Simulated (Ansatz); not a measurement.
C2H5NSi (`N=C=C[SiH3]`). Charge 0, multiplicity 1. The structure was optimised at the PBE0-D4/def2-TZVP level. It is one conformer, not always the lowest.

```xyz
9

N    -0.806    1.111   -2.008
C    -0.793    0.495   -0.960
C    -0.747   -0.052    0.226
Si    0.870   -0.387    1.058
H    -0.786    0.577   -2.871
H    -1.691   -0.306    0.699
H     1.965    0.055    0.158
H     0.962    0.345    2.349
H     1.025   -1.837    1.349
```

(1) What is the dipole moment at r2SCAN/def2-TZVPP? (Estimate.)

(2) And with PBE, B3LYP, ωB97M-V? (Best estimate.)

(3) Give the Mulliken charges with r2SCAN, B3LYP, ωB97M-V in def2-TZVPP. (Best estimate.)

Answers

(1) The calculation gave: 1.46 D, with components (-0.52, -1.18, -0.68) D in this frame, pointing from negative to positive charge.

(2) Computed: PBE 1.42 D, B3LYP 1.45 D, ωB97M-V 1.49 D.

(3) The calculation gave: 
| atom | r2SCAN | B3LYP | ωB97M-V |
| --- | --- | --- | --- |
| N1 | -0.26 | -0.20 | -0.21 |
| C2 | 0.14 | 0.07 | 0.11 |
| C3 | -0.31 | -0.29 | -0.32 |
| Si4 | 0.35 | 0.32 | 0.22 |
| H5 | 0.20 | 0.18 | 0.16 |
| H6 | 0.10 | 0.11 | 0.11 |
| H7 | -0.07 | -0.06 | -0.02 |
| H8 | -0.07 | -0.07 | -0.03 |
| H9 | -0.08 | -0.07 | -0.03 |

B3LYP here is the variant with VWN-RPA as its local correlation; programs differ in this.
